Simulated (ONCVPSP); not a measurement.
Cu, ONCV: configuration errors across variants

copper, optimised norm-conserving Vanderbilt (ONCV), made with ONCVPSP 4.0.1 (LDA (Perdew-Wang 92), fully relativistic). Core [Ne], reference 3s2 3p6 3d9 4s2. Waves: 3s+4s: rc 1.05 bohr, ncon 3, nbas 7, qcut 9.9 1/bohr, 3 projectors, debl 1.9 Ha; 3p: rc 0.75 bohr, ncon 4, nbas 7, qcut 12.7 1/bohr, 1 projector; 3d: rc 1.05 bohr, ncon 4, nbas 9, qcut 13.4 1/bohr, 2 projectors, debl 1.5 Ha. Local part: polynomial inside 0.60 bohr (lpopt 5, dvloc0 0 Ha). Core correction: Teter function, fcfact 4.75, rcfact 1.75.

Open shells are filled in proportion to 2j + 1.

All-electron excitation energies from the reference (eV): (1) 3s2 3p6 3d10 4s1 -2.013; (2) 3s2 3p6 3d10 4s0 6.416; (3) 3s2 3p6 3d9 4s0 28.106; (4) 3s2 3p6 3d10 4s0.5 1.287.

Errors AE − PS in meV (a dash: test not solved or not reliable):

```json
{"change": "base", "(1)": "+3.4", "(2)": "+11", "(3)": "+4.3", "(4)": "+7.1", "bound ghosts": "none", "GHOST(+) flags above zero": "s"}
{"change": "s: qcut 6.1", "(1)": "+3.0", "(2)": "+10", "(3)": "+3.5", "(4)": "+6.5", "bound ghosts": "none", "GHOST(+) flags above zero": "s"}
{"change": "s: qcut 8.3", "(1)": "+3.2", "(2)": "+11", "(3)": "+3.9", "(4)": "+6.8", "bound ghosts": "none", "GHOST(+) flags above zero": "s"}
{"change": "s: qcut 9.4", "(1)": "+3.3", "(2)": "+11", "(3)": "+4.2", "(4)": "+7.0", "bound ghosts": "none", "GHOST(+) flags above zero": "s"}
{"change": "s: qcut 10.5", "(1)": "+3.5", "(2)": "+11", "(3)": "+4.4", "(4)": "+7.2", "bound ghosts": "none", "GHOST(+) flags above zero": "s"}
{"change": "s: qcut 11.2", "(1)": "+3.6", "(2)": "+11", "(3)": "+4.5", "(4)": "+7.3", "bound ghosts": "none", "GHOST(+) flags above zero": "s"}
{"change": "s: qcut 12.6", "(1)": "+3.7", "(2)": "+12", "(3)": "+4.7", "(4)": "+7.5", "bound ghosts": "none", "GHOST(+) flags above zero": "s"}
{"change": "s: qcut 13.8", "(1)": "+3.8", "(2)": "+12", "(3)": "+4.8", "(4)": "+7.6", "bound ghosts": "none", "GHOST(+) flags above zero": "s"}
{"change": "s: qcut 14.7", "(1)": "+3.8", "(2)": "+12", "(3)": "+4.9", "(4)": "+7.6", "bound ghosts": "none", "GHOST(+) flags above zero": "s"}
```

Task: Give the same row for: s: qcut 6.8.

Result: +3.1, +10, +3.6, +6.6; bound ghosts: none; GHOST(+) flags above zero: s.
